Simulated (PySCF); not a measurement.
C₄H₁₃OSi₂, SMILES [SiH](O[SiH](C)C)(C)[CH2], doublet (GFN2-xTB optimised geometry):

```
20

C      0.080    -3.945     2.238
Si    -0.854    -2.401     2.621
C     -2.686    -2.768     2.997
O     -0.820    -1.390     1.345
Si    -0.270    -0.666     0.000
C      1.630    -0.666     0.000
C     -0.946     1.107     0.000
H      0.099    -4.793     2.900
H      0.647    -4.069     1.331
H     -0.256    -1.646     3.735
H     -3.183    -3.235     2.152
H     -3.225    -1.856     3.235
H     -2.773    -3.437     3.847
H     -0.795    -1.450    -1.127
H      2.029    -0.172    -0.880
H      2.023    -1.679     0.015
H      2.025    -0.154     0.873
H     -2.029     1.115     0.060
H     -0.663     1.634    -0.906
H     -0.568     1.679     0.844
```

Level of theory: unrestricted B3LYP/def2-SVP (PySCF).

Task: What are the frontier orbital energies (α orbitals alone; a β orbital can be the lowest empty one) and the dipole moment?

Result: HOMO-2 -7.81 eV, HOMO-1 -7.73 eV, HOMO -6.42 eV, LUMO 1.39 eV, LUMO+1 1.44 eV; dipole moment 0.44 D.

Meta-Löwdin charges at B3LYP/def2-SVP: C1 -0.46, Si2 1.00, C3 -0.54, O4 -0.82, Si5 1.01, C6 -0.55, C7 -0.55, H8 0.11, H9 0.12, H10 -0.15, H11 0.11, H12 0.11, H13 0.11, H14 -0.15, H15 0.11, H16 0.11, H17 0.11, H18 0.11, H19 0.11, H20 0.11.
